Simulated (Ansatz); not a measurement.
Reaction (SMILES): Cl[Si](Cl)(Br)Br -> Cl[Si](Cl)Br + Br atom (the Br-Si bond at the site shown breaks; other sites are not compared here)
Structures are relaxed separately at B3LYP-D3(BJ)/def2-TZVP in Ansatz (a program for electronic structure).

Wanted: bond dissociation energy (electronic energy difference), in kcal/mol. Correlated levels leave the core frozen unless marked. UHF or UKS for open shells. Spin-orbit coupling is left out. Frozen are the shells of the preceding noble gas and the d and f shells that filled before the atom's block. Non-relativistic. CBS marks a two-point X^-3 extrapolation of the correlation energy; Hartree-Fock from the larger set. The bracket is a focal-point correction in the basis named.

| level | program | bond dissociation energy (kcal/mol) | minus last row |
|---|---|---|---|
| BLYP-D3(BJ)/def2-TZVPD | Ansatz + dftd3 | 86.6 | -9.1 |
| BLYP-D4/def2-TZVPD | Ansatz + dftd4 | 87.0 | -8.7 |
| B3LYP/def2-TZVPD | Ansatz | 84.8 | -10.9 |
| PBE0-D4/def2-TZVPD | Ansatz + dftd4 | 92.7 | -3.0 |
| CAM-B3LYP/def2-TZVPD | Ansatz | 87.5 | -8.2 |
| wB97X-V/def2-TZVPD | Ansatz | 94.5 | -1.2 |
| SCS-MP2/STO-3G | Ansatz | 79.6 | -16.1 |
| CCSD/6-31G | Ansatz | 53.6 | -42.1 |
| RI-MP2/CBS(def2-TZVPP,def2-QZVPP)+[CCSD(T)-MP2]/def2-SVP | Ansatz | 96.4 | 0.7 |
| CCSD(T)/CBS(def2-TZVPP,def2-QZVPP) | Ansatz | 95.7 | 0.0 |
